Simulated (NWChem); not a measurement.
C$_{2}$H$_{8}$BeN$_{2}$; SMILES C[N](C)[Be][NH2]

```xyz
13

Be     0.0000     0.0000    -1.0178
N      0.0000     0.0000    -2.5203
H      0.8250     0.0000    -3.1103
H     -0.8250     0.0000    -3.1103
N      0.0000     0.0000     0.4904
C      0.0000     1.2007     1.2856
C      0.0000    -1.2007     1.2856
H     -0.8897     1.2660     1.9452
H      0.8897     1.2660     1.9452
H      0.0000     2.0978     0.6462
H      0.8897    -1.2660     1.9452
H     -0.8897    -1.2660     1.9452
H      0.0000    -2.0978     0.6462
```
Atoms are numbered in this order, from 1.

Program: NWChem. Coordinates come from a PBE0/def2-SVP optimisation. Level SCAN/def2-SVP: energy and gradient on several grids; changes count from the extra-fine grid, which is no exact limit either.

| grid | size of the energy change (μHa) | largest change of a gradient component (μHa/bohr) | time, medium = 1 (rough) |
|---|---|---|---|
| xcoarse | 8000 | 9000 | about 1 |
| coarse | 10000 | 4000 | about 1 |
| medium | 5000 | 400 | about 1 |
| fine | 1000 | 800 | about 1 |
| xfine | < 10 | < 30 | 2 |
